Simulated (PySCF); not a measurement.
SMILES [Cl][Ga]([Cl])[Cl], PBE0/def2-SVP optimised geometry.

```
4

Ga    -0.53     0.00     0.00
Cl    -1.59    -1.84     0.00
Cl    -1.59     1.84     0.00
Cl     1.59     0.00     0.00
```

Density from PBE0/def2-TZVP in PySCF at that geometry.

Minimum of the electron density along straight lines between bonded atoms, close to the bond critical point (lines longer than 1.1 times the sum of covalent radii, or with two minima, are not listed):

```tsv
bond	length / Å	ρ at the minimum / e bohr⁻³	∇²ρ there / e bohr⁻⁵	position (fraction from the first atom)
Ga1–Cl2	2.122	0.103	0.28	0.44
Ga1–Cl3	2.122	0.103	0.28	0.44
Ga1–Cl4	2.122	0.103	0.28	0.44
```
